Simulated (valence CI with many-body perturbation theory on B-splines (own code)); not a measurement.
# N2+: electric-dipole lines

Level of theory: relativistic CI+MBPT: three valence electrons over a frozen Dirac-Fock core [He], a basis of 11 s, 11 p, 10 d, 8 f, 5 g, 2 h functions for each j, with the one-electron correlation potential Σ1, the two-electron term Σ2, the three-electron term Σ3, Breit, model QED; selected CI, second order for the rest, scaled by the run's own slope (own B-spline code, finite nucleus).

Set against measurement, 67 paired levels are off by 82 cm⁻¹ on average, the worst by 204. These come from a selection out of Moore, Selected Tables of Atomic Spectra, NSRDS-NBS 3, section 5. Levels without a partner in it may be off by more.

Lines 151 to 200 of 577 in falling wavelength, among levels below 44.733 eV, chosen from the strongest by gf and those to the six lowest levels. Wavelengths and rates use the calculated energies, so an error of 80 cm⁻¹ moves a line at 4523 Å by 0.36 % and its rate by three times that or more. Electric multipoles are in the length gauge, E1 and E2 with the static RPA response of the core. Weak lines are less certain than strong ones. Lines between different terms over intervals too small for the method are left out, as are lines whose strength nearly cancels. Where a level lies close to another of its J and parity, the split of strength between their lines is uncertain. The highest levels of a list are the least certain.

Names give the largest LS component (configuration and term), which can be under half, so a name can repeat, a term be missing and a line seem to break the LS rules; names also repeat where a configuration has a term twice. Letters in brackets count levels of one name in rising energy.

| λ vac (Å) | λ from measured levels | Upper | Lower | A (s⁻¹) | S (a.u.) with core polarisation | S without |
| --- | --- | --- | --- | --- | --- | --- |
| 4523 | 4525 | 2s2p3p ⁴D_3/2 | 2s2p3s ⁴P°_3/2 | 3.51e+07 | 6.41e+00 | 6.41e+00 |
| 4518 | 4519 | 2s2p3p ⁴D_1/2 | 2s2p3s ⁴P°_1/2 | 5.54e+07 | 5.04e+00 | 5.04e+00 |
| 4514 | 4516 | 2s2p3p ⁴D_7/2 | 2s2p3s ⁴P°_5/2 | 6.71e+07 | 2.44e+01 | 2.44e+01 |
| 4512 | 4530 | 2s2p3d ²F°_7/2 | 2s²4d ²D_5/2 | 1.32e+07 | 4.78e+00 | 4.78e+00 |
| 4510 | 4512 | 2s2p3p ⁴D_5/2 | 2s2p3s ⁴P°_3/2 | 4.75e+07 | 1.29e+01 | 1.29e+01 |
| 4510 | 4512 | 2s2p3p ⁴D_3/2 | 2s2p3s ⁴P°_1/2 | 2.82e+07 | 5.10e+00 | 5.11e+00 |
| 4398 |  | 2s²5g ²G_9/2 | 2s²4f ²F°_7/2 | 3.49e+08 | 1.46e+02 | 1.46e+02 |
| 4398 |  | 2s²5g ²G_7/2 | 2s²4f ²F°_7/2 | 1.25e+07 | 4.19e+00 | 4.19e+00 |
| 4398 |  | 2s²5g ²G_7/2 | 2s²4f ²F°_5/2 | 3.36e+08 | 1.13e+02 | 1.13e+02 |
| 4353 | 4352 | 2s2p3d ⁴D°_5/2 | 2s2p3p ⁴D_7/2 | 3.85e+06 | 9.41e-01 | 9.41e-01 |
| 4348 | 4347 | 2s2p3d ⁴D°_7/2 | 2s2p3p ⁴D_7/2 | 1.87e+07 | 6.07e+00 | 6.07e+00 |
| 4339 | 4338 | 2s2p3d ⁴D°_3/2 | 2s2p3p ⁴D_5/2 | 7.22e+06 | 1.16e+00 | 1.16e+00 |
| 4335 | 4334 | 2s2p3d ⁴D°_5/2 | 2s2p3p ⁴D_5/2 | 1.29e+07 | 3.11e+00 | 3.11e+00 |
| 4330 | 4329 | 2s2p3d ⁴D°_1/2 | 2s2p3p ⁴D_3/2 | 1.03e+07 | 8.27e-01 | 8.26e-01 |
| 4330 | 4329 | 2s2p3d ⁴D°_7/2 | 2s2p3p ⁴D_5/2 | 2.54e+06 | 8.15e-01 | 8.15e-01 |
| 4327 | 4327 | 2s2p3d ⁴D°_3/2 | 2s2p3p ⁴D_3/2 | 8.87e+06 | 1.42e+00 | 1.42e+00 |
| 4323 | 4323 | 2s2p3d ⁴D°_5/2 | 2s2p3p ⁴D_3/2 | 4.42e+06 | 1.06e+00 | 1.06e+00 |
| 4323 | 4322 | 2s2p3d ⁴D°_1/2 | 2s2p3p ⁴D_1/2 | 1.06e+07 | 8.42e-01 | 8.42e-01 |
| 4321 | 4320 | 2s2p3d ⁴D°_3/2 | 2s2p3p ⁴D_1/2 | 4.93e+06 | 7.85e-01 | 7.84e-01 |
| 4215 | 4217 | 2s2p3p ²D_3/2 | 2s2p3s ²P°_3/2 [a] | 1.85e+07 | 2.74e+00 | 2.74e+00 |
| 4199 | 4201 | 2s2p3p ²D_5/2 | 2s2p3s ²P°_3/2 [a] | 1.10e+08 | 2.42e+01 | 2.42e+01 |
| 4195 | 4197 | 2s2p3p ²D_3/2 | 2s2p3s ²P°_1/2 [a] | 9.19e+07 | 1.34e+01 | 1.34e+01 |
| 4106 | 4105 | 2s²3p ²P°_1/2 | 2s²3s ²S_1/2 | 8.52e+07 | 5.82e+00 | 5.82e+00 |
| 4100 | 4099 | 2s²3p ²P°_3/2 | 2s²3s ²S_1/2 | 8.56e+07 | 1.16e+01 | 1.17e+01 |
| 4072 |  | 2s²6p ²P°_3/2 | 2s2p3p ²S_1/2 | 5.18e+05 | 6.90e-02 | 6.89e-02 |
| 4015 |  | 2s2p3d ²D°_5/2 | 2s2p3p ⁴D_3/2 | 6.14e+05 | 1.18e-01 | 1.18e-01 |
| 4014 |  | 2s2p3d ²D°_3/2 | 2s2p3p ⁴D_1/2 | 8.20e+05 | 1.05e-01 | 1.05e-01 |
| 4004 | 4014 | 2s2p3d ²P°_3/2 | 2s²4d ²D_5/2 | 1.46e+06 | 1.86e-01 | 1.86e-01 |
| 3996 | 4005 | 2s²5f ²F°_5/2 | 2s²4d ²D_5/2 | 1.11e+07 | 2.10e+00 | 2.10e+00 |
| 3996 | 4005 | 2s²5f ²F°_7/2 | 2s²4d ²D_5/2 | 1.67e+08 | 4.21e+01 | 4.21e+01 |
| 3991 | 4000 | 2s²5f ²F°_5/2 | 2s²4d ²D_3/2 | 1.53e+08 | 2.89e+01 | 2.89e+01 |
| 3987 | 3998 | 2s2p3d ²P°_1/2 | 2s²4d ²D_3/2 | 1.78e+06 | 1.11e-01 | 1.11e-01 |
| 3940 |  | 2s2p3d ²D°_3/2 | 2s2p3p ²P_3/2 | 1.40e+07 | 1.69e+00 | 1.69e+00 |
| 3935 |  | 2s2p3d ²D°_5/2 | 2s2p3p ²P_3/2 | 8.79e+07 | 1.59e+01 | 1.59e+01 |
| 3931 |  | 2s2p3d ²D°_3/2 | 2s2p3p ²P_1/2 | 7.35e+07 | 8.81e+00 | 8.81e+00 |
| 3793 | 3794 | 2s2p3d ⁴P°_5/2 | 2s2p3p ⁴D_7/2 | 1.02e+07 | 1.65e+00 | 1.65e+00 |
| 3782 | 3790 | 2s2p3s ²P°_1/2 [b] | 2s2p3p ²S_1/2 | 2.51e+06 | 1.34e-01 | 1.34e-01 |
| 3781 | 3790 | 2s2p3s ²P°_3/2 [b] | 2s2p3p ²S_1/2 | 2.52e+06 | 2.69e-01 | 2.68e-01 |
| 3779 | 3780 | 2s2p3d ⁴P°_5/2 | 2s2p3p ⁴D_5/2 | 2.09e+06 | 3.33e-01 | 3.34e-01 |
| 3771 | 3772 | 2s2p3d ⁴P°_3/2 | 2s2p3p ⁴D_5/2 | 8.12e+06 | 8.60e-01 | 8.61e-01 |
| 3771 | 3772 | 2s2p3p ⁴S_3/2 | 2s2p3s ⁴P°_5/2 | 5.21e+07 | 5.52e+00 | 5.52e+00 |
| 3762 | 3764 | 2s2p3d ⁴P°_3/2 | 2s2p3p ⁴D_3/2 | 3.81e+06 | 4.00e-01 | 4.01e-01 |
| 3758 | 3759 | 2s2p3d ⁴P°_1/2 | 2s2p3p ⁴D_3/2 | 6.39e+06 | 3.35e-01 | 3.35e-01 |
| 3757 | 3759 | 2s2p3d ⁴P°_3/2 | 2s2p3p ⁴D_1/2 | 5.56e+05 | 5.82e-02 | 5.84e-02 |
| 3754 | 3756 | 2s2p3p ⁴S_3/2 | 2s2p3s ⁴P°_3/2 | 3.77e+07 | 3.94e+00 | 3.94e+00 |
| 3752 | 3754 | 2s2p3d ⁴P°_1/2 | 2s2p3p ⁴D_1/2 | 6.08e+06 | 3.17e-01 | 3.18e-01 |
| 3746 | 3747 | 2s2p3p ⁴S_3/2 | 2s2p3s ⁴P°_1/2 | 1.98e+07 | 2.05e+00 | 2.05e+00 |
| 3692 |  | 2s²7p ²P°_1/2 | 2s²5s ²S_1/2 | 3.04e+06 | 1.51e-01 | 1.51e-01 |
| 3691 |  | 2s²7p ²P°_3/2 | 2s²5s ²S_1/2 | 3.02e+06 | 3.00e-01 | 3.00e-01 |
| 3453 | 3451 | 2s²5p ²P°_3/2 | 2s2p3p ²P_3/2 | 9.38e+05 | 7.62e-02 | 7.62e-02 |
